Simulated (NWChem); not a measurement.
CH6OSi; SMILES OC[SiH3]

```xyz
9

O      0.3630     1.6549    -0.0717
C     -0.6432     0.6483     0.0155
Si     0.1150    -1.1088    -0.0176
H      0.9257     1.5685     0.7199
H     -1.3027     0.7754    -0.8696
H     -1.3083     0.7715     0.9070
H      1.0990    -1.2074     1.1212
H      0.8625    -1.3312    -1.3023
H     -0.9302    -2.1820     0.1514
```
Atoms are numbered in this order, from 1.

All runs use the structure optimised with PBE-D3(BJ)/def2-SVP. B3LYP is NWChem's, with the RPA form of VWN correlation.

Task: List the 4 lowest vertical singlet excitations from B3LYP/def2-SVP, TDA (NWChem).

Result: 
```csv
state,energy (eV),oscillator strength,leading excitation (squared amplitude)
S1,6.58,0.012,HOMO → LUMO (0.93)
S2,7.27,0.057,HOMO → LUMO+1 (0.92)
S3,7.71,0.004,HOMO → LUMO+2 (0.98)
S4,8.34,0.022,HOMO → LUMO+3 (0.88)
```
